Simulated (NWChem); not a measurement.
System: GeH cation, singlet

```xyz
2

Ge     0.0000     0.0000    -0.0371
H      0.0000     0.0000     1.5688
```
Atoms are numbered in this order, from 1.

Low-valent species are run as closed-shell singlets; no triplet was tried in these runs. Structure relaxed at the B3LYP/6-31G* (spherical d) level.

### Question
List the 6 lowest vertical singlet excitations and the 6 lowest triplet ones from B3LYP/def2-SVP, full TDDFT (NWChem).

### Answer
```csv
state,energy (eV),oscillator strength,leading excitation (squared amplitude)
S1,3.15,0.010,HOMO → LUMO (1.00)
S2,3.15,0.010,HOMO → LUMO+1 (1.00)
S3,10.35,1.244,HOMO → LUMO+2 (0.90)
S4,10.88,0.365,HOMO−1 → LUMO (0.96)
S5,10.88,0.365,HOMO−1 → LUMO+1 (0.96)
S6,11.63,0.041,HOMO → LUMO+3 (0.89)
T1,2.05,spin-forbidden,HOMO → LUMO (1.01)
T2,2.05,spin-forbidden,HOMO → LUMO+1 (1.01)
T3,6.81,spin-forbidden,HOMO → LUMO+2 (1.00)
T4,8.05,spin-forbidden,HOMO−1 → LUMO (0.99)
T5,8.05,spin-forbidden,HOMO−1 → LUMO+1 (0.99)
T6,11.03,spin-forbidden,HOMO → LUMO+3 (0.99)
```
